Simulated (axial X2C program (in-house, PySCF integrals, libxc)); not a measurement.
# Ionising RuF

Computed with an axial X2C code built on PySCF integrals, spin-free (one-electron X2C) or two-component (2c: spin–orbit coupling with atomic mean-field Coulomb and Gaunt terms, which also bring small scalar terms), in Dyall basis sets with cores contracted in-house; open shells are unrestricted.

Basis sets: F dyall-av3z, Ru dyall-cv3z. Frozen shells (counts by l): RuF Ru 4s3p1d, F 1s, 15 electrons correlated; RuF⁺ Ru 4s3p1d, F 1s, 14 electrons correlated. Coupled cluster in natural virtuals with an MP2 remainder. Where the outer core of a metal is frozen, bonds come out longer and ionisation energies lower.

| Hamiltonian | level | RuF state | Re (Å) | ωe (cm⁻¹) | De (eV) |
| --- | --- | --- | --- | --- | --- |
| spin-free | HF | M_S = 3/2, Λ = 3 | 1.990 | 499.9 | 2.14 |
| spin-free | PBE0 | M_S = 3/2, Λ = 3 | 1.901 | 562.8 | 3.95 |
| spin-free | MP2 | M_S = 3/2, Λ = 3 | 1.930 | 523.5 | 4.31 |
| spin-free | CCSD(T) | M_S = 3/2, Λ = 3 | 1.931 | 526.8 | n/a |
| 2c | PBE0 | Ω = 9/2 | 1.899 | 565.6 | n/a |

Adiabatic ionisation energy (minimum to minimum, no zero-point term) and constants of RuF⁺:

```csv
Hamiltonian,level,RuF⁺ state,IE (eV),Re (Å),ωe (cm⁻¹),De (eV),fragments
spin-free,HF,"M_S = 2, Λ = 2",6.72,1.853,703.9,1.72,Ru+ + F
spin-free,PBE0,"M_S = 2, Λ = 2",7.92,1.815,712.6,3.49,Ru+ + F
spin-free,MP2,"M_S = 2, Λ = 2",8.03,1.828,708.2,3.47,Ru+ + F
spin-free,CCSD(T),"M_S = 2, Λ = 2",7.92,1.831,707.5,n/a,Ru+ + F
2c,PBE0,Ω = 4,7.98,1.815,712.5,n/a,Ru+ + F
```

(1) Add the zero-point terms to the ionisation energy at PBE0, 2c, and say whether the electron removed was bonding.

Each entry is the lowest single determinant of a limited PBE0 search at one distance. De goes to single-determinant-based atoms at the same level (for ions the charge split of lowest energy) and is withheld (n/a) where an atom does not fit its ground term or J level. Main or longest-lived isotopes. One determinant is a doubtful description, or other states lie close, for RuF, RuF⁺; these need not be ground states, and all values refer to the states named. Some open-shell Ω = 0 determinants are out of reach, so the Ω given for RuF⁺ need not be the lowest component. With several unpaired electrons the Ω given is that of one determinant, not necessarily of the lowest component. The functionals have no current term, which raises determinants with orbital currents.

Results:

(1) IE0 = IE + (ωe⁺ − ωe)/2 = 7.98 + (0.009) = 7.99 eV. Re changes by -0.084 Å, so the bond shortens, as on loss of an antibonding or a polarising non-bonding electron.
